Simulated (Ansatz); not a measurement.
Relaxation of F4H3OTa (9 atoms, charge 0, multiplicity 1), to a largest force component of 0.03 eV/Å in at most 50 steps.

All numbers below come from RKS B3LYP-D4/def2-SVP in Ansatz.

```xyz
9
Properties=species:S:1:pos:R:3:forces:R:3
Ta 0.012 0.130 0.050 1.57 0.07 0.09
O 1.974 0.118 0.190 -1.54 0.27 -0.14
H 2.421 0.269 1.036 0.00 0.00 -0.01
F -0.040 0.482 1.916 0.00 0.00 0.01
F 0.194 -0.387 -1.755 0.00 -0.01 -0.01
F -0.733 1.785 -0.369 0.00 -0.01 0.00
F -1.186 -1.283 0.334 0.00 -0.01 0.01
H 1.177 -2.559 0.698 -1.18 -1.30 0.36
H 1.662 -2.048 0.554 1.15 0.99 -0.31
```

**Question.** Where does it end, and by what steps?

**Answer.** The run converged. After 9 steps the energy has fallen by 0.189 eV; H9 moved furthest, 0.74 Å.

```tsv
step	energy less start (eV)	largest force component (eV/Å)	accepted
0	0.0000	1.575	yes
1	-0.1404	0.187	yes
2	-0.1570	0.142	yes
3	-0.1651	0.226	yes
4	-0.1744	0.218	yes
5	-0.1815	0.260	yes
6	-0.1866	0.273	yes
7	-0.1882	0.064	yes
8	-0.1891	0.041	yes
9	-0.1893	0.008	yes
```

```xyz
9
Properties=species:S:1:pos:R:3
Ta 0.001 0.291 0.028
O 1.869 0.302 0.194
H 2.496 0.390 0.923
F -0.250 0.674 1.873
F 0.051 -0.114 -1.819
F -0.806 1.934 -0.371
F -0.930 -1.312 0.317
H 1.160 -2.928 0.795
H 1.890 -2.730 0.714
```

Whether the end is a true minimum wasn't checked by a vibrational analysis.

The run took 24 s on 4 threads of Arm Neoverse V1, on a shared host, peak memory 0.29 GiB.
